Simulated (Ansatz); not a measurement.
The molecule IrF, closed-shell singlet (lowest of 2S+1 = 1, 3, 5 at CCSD(T)/def2-TZVPP on PBE0 minima; our sources give no spin for the ground state, which may be another). No spin–orbit coupling.

The constants come from a fifth-degree fit in 1/R (seven points, main isotopes). In def2 and cc sets the state is the lowest found near the PBE0 minimum, followed along R. The singlet is held restricted.

Run with Ansatz (a quantum-chemistry and plane-wave program). Each number belongs to the level named beside it. In def2 rows elements past Kr take small-core potentials, without spin–orbit coupling.

Energies at SVWN5/def2-TZVPP:

```csv
R (Å),E (hartree)
1.715229,-203.31384207
1.761337,-203.31779033
1.803757,-203.31870753
1.851709,-203.31732257
1.899662,-203.31398696
1.954992,-203.30838474
2.019543,-203.30025213
```

Q: With a reduced mass of 17.2955 u, find the minimum, the force constant and the constants.

A: A fifth-degree polynomial in 1/R puts the minimum at r_e = 1.8000 Å with force constant 501 N/m. Then ω_e = (1/2πc)√(k/μ) = 701 cm⁻¹ and B_e = h/(8π²cμr_e²) = 0.3008 cm⁻¹; the cubic and quartic terms give α_e = 0.0019 and ω_e x_e = 3.6 cm⁻¹.
